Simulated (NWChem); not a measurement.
Species: PbHF, singlet; SMILES [F][PbH]

All runs: NWChem. Low-valent species are run as closed-shell singlets; no triplet was tried in these runs. Coordinates come from a PBE0-D3(BJ)/def2-TZVP optimisation. def2 effective core potentials on Pb; no spin-orbit coupling. Vertical excitations in the gas phase; the lowest state need not have the same character in each row.

```tsv
level	lowest excitation, singlet (eV)	oscillator strength of that lowest state	orbital gap (eV)
PBE/def2-SVPD, full TDDFT	…	0.006	…
B3LYP/def2-SVPD, full TDDFT	2.84	0.007	3.83
LDA (Slater exchange, VWN5)/def2-SVPD, full TDDFT	2.61	0.005	2.31
LRC-wPBEh/def2-SVPD, full TDDFT	2.95	0.008	7.71
```

Question: Some entries are withheld; supply them.

Answer: 
- PBE/def2-SVPD, full TDDFT, lowest excitation, singlet (eV): 2.71
- PBE/def2-SVPD, full TDDFT, orbital gap (eV): 2.45
